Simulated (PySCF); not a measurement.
These are PBE-D3(BJ)/def2-TZVP // CAM-B3LYP-D3(BJ)/def2-SVP in PySCF values and carry that method's errors. All species are isolated molecules in the gas phase. One relaxed conformer stands for a flexible species; it need not be the lowest. Excitations are Tamm–Dancoff values on a coarser integration grid. The basis has no diffuse functions, so Rydberg states are missing or too high.

Reference species (SMILES): `[CH2]([In]([CH2]C)[I])C` (C–C–In–I torsion 0°, I–In–C–C torsion 178°) (neutral, multiplicity 1).

```yaml
HOMO–LUMO gap: 3.65 eV
T1 excitation (TDA): 3.59 eV
LUMO: -2.05 eV
S1 excitation (TDA): 3.69 eV
```

Changed species: `[I][In]([I])[I]` (3 of 3 C2H5 replaced by I; the reference has 1 of 3 C2H5 replaced by I).

### Question
Predict the effect on the HOMO–LUMO gap, T1 excitation (TDA), LUMO and S1 excitation (TDA).

### Answer
the HOMO–LUMO gap decreases by 0.78 eV, to 2.87 eV; the T1 excitation (TDA) drops by 0.84 eV, to 2.75 eV; the LUMO drops by 1.79 eV, to -3.84 eV; the S1 excitation (TDA) falls by 0.68 eV, to 3.01 eV.
